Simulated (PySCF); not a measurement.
## Excitation energy of Cr⁺ by level of theory

Cr⁺ [Ar] 3d5 (6S) → Cr⁺ [Ar] 3d4 4p1 (high-spin determinant), as a difference of total energies. All numbers are calculated (PySCF 2.14, scalar relativity by spin-free X2C-1e, in x2c-TZVPPall with one added diffuse shell each of s, p, d, f type (7s6p5d3f1g, 80 functions)). Correlated levels: valence: [Ar] frozen; valence and next inner shell: [Ne] frozen. The calculations carry no spin-orbit coupling.

```
                                method  excitation energy (cm⁻¹)
                                   UHF                     39337
                                   LDA                     49344
                                   PBE                     47174
                                  PBE0                     46426
                                r2SCAN                     46476
                                revPBE                     46823
                                  MN15                     47498
                                 B97-3                     45521
                         MP2 (valence)                     45296
                     SCS-MP2 (valence)                     41324
    MP2 (valence and next inner shell)                     49410
SCS-MP2 (valence and next inner shell)                     45206
```

A first-order spin-orbit estimate (lowest level to lowest level, LS coupling) adds -0.060 eV.

The determinant of the upper state mixes LS terms, which raises its energy above the lowest term, most at the Hartree-Fock and MP2 levels.
